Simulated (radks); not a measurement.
All-electron atom: Eu I in [Xe] 4f7 6s2.

Calculated with a radial shooting solver on a logarithmic mesh with Libxc functionals: scalar-relativistic Kohn-Sham, AM05, spin-polarised, spherical densities, point nucleus; open shells are filled with parallel spins first (spin-orbit coupling, left out, can overturn this in heavy ions).

Energy parts (hartree):
| part | energy |
|---|---|
| total | -10837.2693 |
| kinetic | 11608.9423 |
| electron-nucleus | -26425.2401 |
| Hartree | 4214.2908 |
| exchange-correlation | -235.2623 |

Orbitals (lengths in bohr, moments of r in powers of bohr; <r^-3> diverges for s and p1/2; r(max) is where P^2 peaks):
orbital  occ.  eigenvalue (hartree)   r(max)  <r^-3>      <r>
1s up       1             -1775.981  0.01421       -  0.02233
1s down     1             -1775.981  0.01421       -  0.02233
2s up       1             -291.6408  0.08061       -  0.09517
2s down     1             -291.6381  0.08060       -  0.09516
2p up       3             -259.9033  0.06515   10770  0.08392
2p down     3             -259.9014  0.06515   10770  0.08392
3s up       1             -64.15913   0.2291       -   0.2499
3s down     1             -64.07154   0.2290       -   0.2497
3p up       3             -54.28428   0.2247    2241   0.2483
3p down     3             -54.19714   0.2245    2246   0.2481
3d up       5             -41.06224   0.1838   303.5   0.2262
3d down     5             -40.99469   0.1836   304.3   0.2259
4s up       1             -12.77241   0.5276       -   0.5665
4s down     1             -12.57118   0.5274       -   0.5664
4p up       3              -9.52411   0.5507   497.9   0.6000
4p down     3              -9.32342   0.5505   497.3   0.5999
4d up       5              -5.00097   0.5735   56.01   0.6547
4d down     5              -4.80070   0.5732   55.86   0.6554
5s up       1              -1.68110    1.228       -    1.373
5s down     1              -1.56492    1.243       -    1.398
5p up       3              -0.90321    1.396   66.65    1.616
5p down     3              -0.81742    1.422   61.28    1.660
4f up       7              -0.15282   0.5923   6.920   0.9512
6s up       1              -0.13501    3.566       -    4.205
6s down     1              -0.12560    3.721       -    4.368
5d up       0              -0.06491    2.096   2.246    3.199
6p up       0              -0.04319    4.851   3.379    5.991
5d down     0              -0.04253    2.278   1.589    3.711
6p down     0              -0.04040    5.031   3.068    6.193

The highest occupied level is 6s down at -3.418 eV. The density falls to 0.001 e/bohr^3 at r = 5.25 bohr. For comparison, the ionisation energy in NIST's Atomic Spectra Database is 5.670 eV (measured). In exact Kohn-Sham theory the highest level is minus the ionisation energy, but local and semilocal functionals leave it too shallow, through self-interaction and a potential that decays too fast; potentials with the right tail come closer.
